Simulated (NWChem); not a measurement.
**Lowest excitation of F2Pb**

```xyz
3

Pb     0.0000     0.0000     0.2479
F      1.5538     0.0000    -1.1294
F     -1.5538     0.0000    -1.1294
```
Charge 0, spin multiplicity 1.

Everything below was run with NWChem. The geometry was optimised at PBE/def2-SVP with def2 effective core potentials on Pb, a minimum by its harmonic frequencies.

Basis set: def2-SVPD.

Effective core potentials replace the inner electrons of Pb; spin-orbit coupling is left out. The correlated methods keep 6 core orbitals frozen. B3LYP has NWChem's definition, with VWN1-RPA local correlation. The structure started from a generated list of species. No row is a measurement; the coupled-cluster row has its own basis-set and correlation limits.

**Question.** For the lowest vertical singlet excitation energy, TD-LDA (SVWN5) gives 4.32 eV and TD-PBE gives 4.32 eV. What do CIS, TD-B3LYP, EOM-CCSD give?

**Answer.** CIS: 6.24 eV; TD-B3LYP: 4.76 eV; EOM-CCSD: 5.29 eV.
